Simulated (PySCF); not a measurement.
## Two-component Hartree-Fock for S³⁺ (sulfur, charge +3)

Start: [Ne] 3s2 3p1; 3p1/2 filled at m_j = +1/2. Calculated with PySCF 2.14 in x2c-TZVPall-2c (5s6p2d1f, 40 functions): generalised Hartree-Fock with the X2C-1e Hamiltonian and a Gaussian nucleus; one run each with spin-orbit coupling (SO) switched off, then screened by Boettger's factors.

```json
{"spinor shell": "1s1/2", "electrons": "2", "ε, spin-free (eV)": "-2554.8", "ε, screened SO (eV)": "-2554.7", "weight of nominal j (screened SO)": "1.000", "rms radius, screened SO (bohr)": "0.112"}
{"spinor shell": "2s1/2", "electrons": "2", "ε, spin-free (eV)": "-288.22", "ε, screened SO (eV)": "-288.19", "weight of nominal j (screened SO)": "1.000", "rms radius, screened SO (bohr)": "0.515"}
{"spinor shell": "2p1/2", "electrons": "2", "ε, spin-free (eV)": "-223.53", "ε, screened SO (eV)": "-224.80", "weight of nominal j (screened SO)": "0.987", "rms radius, screened SO (bohr)": "0.488"}
{"spinor shell": "2p3/2", "electrons": "4", "ε, spin-free (eV)": "-223.53", "ε, screened SO (eV)": "-222.86", "weight of nominal j (screened SO)": "0.994", "rms radius, screened SO (bohr)": "0.491"}
{"spinor shell": "3s1/2", "electrons": "2", "ε, spin-free (eV)": "-57.766", "ε, screened SO (eV)": "-57.755", "weight of nominal j (screened SO)": "0.996", "rms radius, screened SO (bohr)": "1.64"}
{"spinor shell": "3p1/2", "electrons": "1", "ε, spin-free (eV)": "-47.157", "ε, screened SO (eV)": "-47.232", "weight of nominal j (screened SO)": "0.943", "rms radius, screened SO (bohr)": "1.79"}
```

| quantity | spin-free | screened SO |
| --- | --- | --- |
| E (hartree) | -396.15835 | -396.16181 |
| M_J | 1/2 | 1/2 |
| ⟨J²⟩ | 1.049 | 0.938 |
| ⟨L²⟩ | 2.050 | 2.050 |
| ⟨S²⟩ | 0.767 | 0.767 |

Each row is a mean over spinors that exchange with the open shell spreads, by up to 1.383 eV (2p1/2).

⟨J²⟩ departs a little from M_J(M_J + 1) because the unrestricted spinors polarise the closed shells.

Without spin-orbit coupling the j labels of p, d and f shells carry no meaning; the spin-free column gives the mean over the occupied spinors of each nl shell, and its ⟨J²⟩ belongs to a mixture of degenerate components.
